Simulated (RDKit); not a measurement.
Job for RDKit: UFF on C3H6O2 (SMILES COC(C)=O), a point of a torsion scan.

```python
from rdkit import Chem
from rdkit.Chem import AllChem, rdDetermineBonds

blocks = [
'''11

C     1.60798692    0.91454061    0.39181840
O     0.41039575    0.21305464    0.69657778
C    -0.40638277   -0.09830020   -0.33186885
C    -1.84379377   -0.10928422    0.11291351
O    -0.01327732   -0.45761380   -1.40751411
H     1.40927498    1.98834380    0.41608665
H     2.33944083    0.65611305    1.15514572
H     1.97971530    0.62546615   -0.59366472
H    -2.43629180   -0.72748959   -0.55422707
H    -2.22159181    0.91142239    0.08449721
H    -1.90841723   -0.46914591    1.13557022
''',
]
mol = None
for b in blocks:
    f = Chem.MolFromXYZBlock(b)
    rdDetermineBonds.DetermineBonds(f, charge=0)
    mol = f if mol is None else Chem.CombineMols(mol, f)
Chem.SanitizeMol(mol)
print(Chem.MolToSmiles(Chem.RemoveHs(mol)))
ff = AllChem.UFFGetMoleculeForceField(mol, vdwThresh=100.0, ignoreInterfragInteractions=False)
e = ff.CalcEnergy()
print(f'UFF energy {e:.6f} kcal/mol')
```

It printed:

```
COC(C)=O
UFF energy 19.220239 kcal/mol
```

The run finished.

Cost: around 0.04 core-seconds (rough).
